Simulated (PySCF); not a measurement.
2-fluorocyclopent-2-en-1-one (C5H5FO), SMILES O=C1CCC=C1F.

Geometry optimised at PBE0-D3(BJ)/def2-SVP. The values are those of a single conformer.

Level of theory: PBE/def2-TZVP in PySCF.

Symmetry labels are those of the subgroup Cs that the program uses (full group Cs).

**Question.** List the valence orbital energies around the gap with their symmetry. (An estimate is asked for; the answer gives what the named calculation found.)

**Answer.** 
```csv
orbital,symmetry,energy (eV)
HOMO−7,A',-10.95
HOMO−6,A",-9.94
HOMO−5,A',-9.82
HOMO−4,A',-9.60
HOMO−3,A',-9.09
HOMO−2,A",-8.78
HOMO−1,A",-6.64
HOMO,A',-5.78
LUMO,A",-2.51
LUMO+1,A',0.21
LUMO+2,A",0.32
LUMO+3,A',0.95
```
